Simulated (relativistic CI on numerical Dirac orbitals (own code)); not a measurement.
# W²⁺: 4f photoemission

Computed with this model: Dirac-Coulomb-Breit CI, separate exchange-only KLI orbitals for each configuration, model QED, valence Slater integrals scaled by 0.8, multiplet model of photoemission in the sudden approximation; configurations [Xe] 4f14 5d4 → [Xe] 4f13 5d4; 300 K; Lorentzian 0.35 eV and Gaussian 0.5 eV FWHM. Energies are those of the free ion, without screening or charge transfer. The energies are binding energies and can lie tens of eV above those of solids. S is read from ⟨S²⟩ = S(S + 1).

free ion: ground-state S = 1.86, centroid 56.42 eV. Peaks (eV, height): 55.1 (100), 56.1 (28), 56.9 (25), 58.0 (50).

Strongest unbroadened transitions for free ion:

| Energy (eV) | Relative strength |
| --- | --- |
| 55.12 | 100.0 |
| 55.44 | 2.7 |
| 56.09 | 13.3 |
| 56.28 | 4.6 |
| 56.41 | 3.2 |
| 56.75 | 1.1 |
| 56.80 | 10.1 |
| 56.97 | 1.0 |
| 57.06 | 3.5 |
| 57.39 | 9.2 |
| 57.82 | 6.8 |
| 57.84 | 5.6 |
| 57.98 | 25.2 |
| 58.00 | 3.0 |
| 58.25 | 10.6 |
| 58.63 | 1.0 |
| 58.64 | 1.1 |
| 59.28 | 3.7 |
